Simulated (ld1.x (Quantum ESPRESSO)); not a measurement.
**Configuration tests for copper (PAW)**

- Element: Cu (Z = 29)
- Generator: ld1.x (Quantum ESPRESSO) 7.5
- Type: PAW
- Functional: PBE
- Relativity: scalar-relativistic
- Frozen core: [Ar]
- Valence charge: 11
- Reference configuration: 3d9 4s0 4p0 (charge +2)
- Partial waves: 4s (bound, empty): rcut 1.45, rcutus 2.00 bohr; 4s channel at -1.1 Ry: rcut 1.45, rcutus 2.00 bohr; 4p (bound, empty): rcut 2.15, rcutus 2.80 bohr; 4p channel at 0.05 Ry: rcut 2.15, rcutus 2.80 bohr; 3d (bound): rcut 0.75, rcutus 0.85 bohr; 3d channel at 0.15 Ry: rcut 0.75, rcutus 0.85 bohr; 4f channel at 0.2 Ry: rcut 2.10, rcutus 2.85 bohr; 4f channel at 1.3 Ry: rcut 2.10, rcutus 2.85 bohr
- Local potential: all-electron potential smoothed inside 2.10 bohr (lloc = -1)
- Core correction: Bessel-smoothed model core inside 0.40 bohr
- Augmentation charge: PSQ, inside the norm-conserving radii

Energies are relative to the spin-unpolarised reference configuration 3d9 4s0 4p0; without spin polarisation the order of configurations can differ from experiment.

| valence configuration | charge | ΔE all-electron (eV) | error AE − PS (meV) |
| --- | --- | --- | --- |
| 3d10 4s1 4p0 | 0 | -29.480 | -45 |
| 3d10 4s0 4p0 | +1 | -21.332 | -71 |
| 3d8 4s0 4p0 | +3 | 39.020 | -211 |
| 3d10 4s0 4p1 | 0 | -25.344 | -56 |
| 3d9 4s1 4p1 | 0 | -22.670 | -1.6 |
| 3d7 4s0 4p0 | +4 | 98.729 | -1193 |

What are ΔE and the potential's error for 3d10 4s0.5 4p0?

ΔE = -26.318 eV all-electron; the error (AE − PS) is -57 meV.

Levels in the configuration 3d8 4s0 4p0:

| level | all-electron (eV) | pseudo (eV) |
| --- | --- | --- |
| 3d | -48.912 | -49.412 |
